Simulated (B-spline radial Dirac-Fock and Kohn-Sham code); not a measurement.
These are calculated numbers from a radial atomic solver; the model is independent-particle radiative and Coulomb Auger rates from relativistic LDA hole-state orbitals, with Dirac-Fock energies. Free neutral atoms.

Task: Order these holes by natural width, smallest first.
A. Cr K (1s)
B. Sr M5 (3d5/2)
C. Xe M4 (3d3/2)
D. Zr M5 (3d5/2)
E. La M5 (3d5/2)

Result: B (0.0695 eV), D (0.0906 eV), C (0.637 eV), E (0.757 eV), A (1.01 eV).
